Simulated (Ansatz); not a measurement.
BCl2Br (BBrCl₂). The state is a singlet with charge 0. Geometry B3LYP-D4/def2-SVP.

```tsv
atom	x (Å)	y (Å)	z (Å)
B1	0.002	-0.040	-0.008
Cl2	1.304	-0.659	-0.998
Cl3	-1.207	-1.132	0.626
Br4	-0.099	1.831	0.381
```

The 6-31G sets use Cartesian d functions.

**Question.** Estimate the orbital energies around the gap (eV) in Ansatz with HF/6-31G, HF/def2-TZVP, PBE0-D4/def2-SVP, BHLYP-D4/def2-TZVP, ωB97X-V/def2-TZVP.

**Answer.** 
```tsv
orbital	HF/6-31G	HF/def2-TZVP	PBE0-D4/def2-SVP	BHLYP-D4/def2-TZVP	ωB97X-V/def2-TZVP
HOMO−9	-28.82	-28.35	-22.27	-24.56	-25.28
HOMO−8	-19.13	-18.95	-14.62	-16.32	-17.45
HOMO−7	-16.61	-16.40	-12.71	-14.13	-15.27
HOMO−6	-16.35	-15.93	-12.34	-13.71	-14.92
HOMO−5	-15.21	-14.80	-11.31	-12.67	-14.00
HOMO−4	-13.38	-13.18	-9.77	-11.13	-12.31
HOMO−3	-13.28	-13.06	-9.71	-11.04	-12.20
HOMO−2	-13.15	-13.03	-9.61	-10.99	-12.17
HOMO−1	-12.33	-12.12	-9.06	-10.30	-11.53
HOMO	-12.02	-11.73	-8.56	-9.85	-11.07
LUMO	1.46	1.88	-1.64	-0.79	0.33
LUMO+1	4.18	3.54	1.22	1.42	2.62
LUMO+2	6.18	4.60	3.28	2.12	3.31
LUMO+3	6.69	5.54	3.65	3.29	4.50
LUMO+4	9.78	5.64	3.98	3.44	4.66
LUMO+5	12.40	5.81	6.52	3.93	5.13
```
